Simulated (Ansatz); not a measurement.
Consider the redistribution: `[NH2][GaH][SiH3]` + `[SiH3][S][SnH3]` → `[SiH3][S][GaH][SiH3]` + `[NH2][SnH3]`.

Computed with Ansatz on PBE0-D4/def2-TZVP structures; ΔE is electronic, products minus reactants. CCSD(T)/CBS is the MP2 limit (def2-TZVPP, def2-QZVPP) plus CCSD(T) − MP2 in def2-TZVPP, frozen cores. DFT in def2-TZVPP. HSE06 is defined as in plane-wave codes. def2 core potentials past Kr. For Ga, Sn outer-core shells are correlated without core-valence functions, which leaves a few kJ/mol of doubt a bond. Scalar relativity is left out up to krypton. One conformer a species, not always the lowest.

| level | ΔE (kJ/mol) | difference from CCSD(T)/CBS |
| --- | --- | --- |
| PBE-D4 | 21.0 | -3.6 |
| BLYP-D4 | 20.5 | -4.1 |
| B97M-V | 19.8 | -4.8 |
| r2SCANh-D4 | 22.3 | -2.3 |
| r2SCAN0-D4 | 22.1 | -2.5 |
| ωB97M-V | 22.2 | -2.4 |
| PBE-QIDH | 21.4 | -3.2 |
| PBE | 21.4 | -3.2 |
| r2SCAN | 22.5 | -2.1 |
| r2SCANh | 22.4 | -2.2 |
| HSE06 | 21.2 | -3.4 |
| BHLYP | 21.6 | -3.0 |
| MP2/def2-SVP | 26.8 | 2.2 |
| SCS-MP2/def2-TZVPP | 20.6 | -4.0 |
| CCSD/def2-TZVPP | 20.5 | -4.1 |
| MP2/CBS(def2) | 26.1 | 1.5 |
| CCSD(T)/CBS | 24.6 | 0 |

Largest T1 diagnostic among the species: 0.015.

Leaving LDA and LC-ωPBE aside and taking each functional with its dispersion term where it has one, the values, not all of them listed here, spread over 5.1 kJ/mol, from revPBE-D4 to CAM-B3LYP-D4. LDA lies +5.8 kJ/mol from PBE without D4.
